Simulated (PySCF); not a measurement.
# Electronic absorption of CH7NOSeSi2

CH₇NOSeSi₂.
SMILES: `O=CN[SiH2][Se][SiH3]`

Method: TDDFT CAM-B3LYP/def2-SVPD, vertical, gas phase, core orbitals frozen in the response in PySCF 2.14.0, density-fitted response routines. The structure is a single PBE0-D3(BJ)/def2-SVP conformer in the gas phase; no vibrational or solvent corrections. The CAM-B3LYP/def2-SVPD calculation is non-relativistic and has no spin–orbit coupling, an omission that weighs most on selenium. Torsions of this conformer, `[O:1]=[CH:2][NH:3][SiH2:4][Se:5][SiH3:6]`: O1–C2–N3–Si4 0°, C2–N3–Si4–Se5 -65°, N3–Si4–Se5–Si6 81°.

Task: Predict the UV-vis stick spectrum at this level.

Result: 

```json
{"state": "S1", "λ (nm)": "227.0", "E (eV)": "5.46", "f": "0.013", "main configurations (H = HOMO, L = LUMO)": "H→L (51%), H-2→L (18%), H-2→L+3 (15%)"}
{"state": "S2", "λ (nm)": "222.3", "E (eV)": "5.58", "f": "0.0050", "main configurations (H = HOMO, L = LUMO)": "H→L+2 (41%), H→L+1 (37%), H→L (8%)"}
{"state": "S3", "λ (nm)": "217.0", "E (eV)": "5.71", "f": "0.011", "main configurations (H = HOMO, L = LUMO)": "H→L (32%), H-2→L (19%), H→L+3 (13%)"}
{"state": "S4", "λ (nm)": "192.8", "E (eV)": "6.43", "f": "0.021", "main configurations (H = HOMO, L = LUMO)": "H→L+1 (30%), H→L+2 (30%), H→L+5 (17%)"}
{"state": "S5", "λ (nm)": "186.6", "E (eV)": "6.64", "f": "0.023", "main configurations (H = HOMO, L = LUMO)": "H→L+3 (58%), H-2→L (10%), H-1→L (9%)"}
{"state": "S6", "λ (nm)": "181.5", "E (eV)": "6.83", "f": "0.043", "main configurations (H = HOMO, L = LUMO)": "H→L+4 (60%), H-1→L (16%)"}
{"state": "S7", "λ (nm)": "180.5", "E (eV)": "6.87", "f": "0.040", "main configurations (H = HOMO, L = LUMO)": "H-1→L (24%), H→L+5 (22%), H→L+6 (13%)"}
{"state": "S8", "λ (nm)": "177.7", "E (eV)": "6.98", "f": "0.016", "main configurations (H = HOMO, L = LUMO)": "H→L+6 (18%), H-1→L (18%), H→L+3 (17%)"}
{"state": "S9", "λ (nm)": "171.5", "E (eV)": "7.23", "f": "0.039", "main configurations (H = HOMO, L = LUMO)": "H-1→L+2 (31%), H-3→L (18%), H-1→L (12%)"}
{"state": "S10", "λ (nm)": "170.5", "E (eV)": "7.27", "f": "0.030", "main configurations (H = HOMO, L = LUMO)": "H-1→L+1 (25%), H-3→L (11%), H→L+6 (11%)"}
```

Triplets (Tamm–Dancoff): T1 5.02 eV, H→L (32%), H-2→L (21%), H-2→L+3 (18%); T2 5.23 eV, H→L (44%), H-2→L (14%), H→L+2 (12%); T3 5.30 eV, H→L+1 (33%), H→L+2 (32%); T4 5.40 eV, H-1→L (20%), H-3→L (11%), H-1→L+3 (10%).

The lowest singlet comes at 227 nm (527 kJ/mol) in the ultraviolet; it is weak; its leading configuration is HOMO→LUMO (51%). The most intense listed level is S6 at 6.83 eV (181 nm, f = 0.043), 1.37 eV above S1. Löwdin shares by element: HOMO selenium 72%, silicon 17%; LUMO selenium 25%, silicon 24%, carbon 14% (atoms not listed hold the other 37%). Weighted by f, the mean energy of these states is 6.76 eV. The listed states span 1.81 eV, and the widest gap between neighbours is 0.72 eV (S3 to S4). Of the 10 states listed, 9 reach f = 0.01 and none stays under 0.0005. All these states lie below the vertical ionisation energy of 8.97 eV (ΔSCF). Only the lowest 10 singlets were computed, as vertical energies without vibronic structure.

On Arm Neoverse V2, one thread, no GPU, shared host with 192 logical CPUs at a one-minute load of 96, this took 81 s of wall time (grids of density and orbitals included) and 1.2 GiB of memory at its peak.
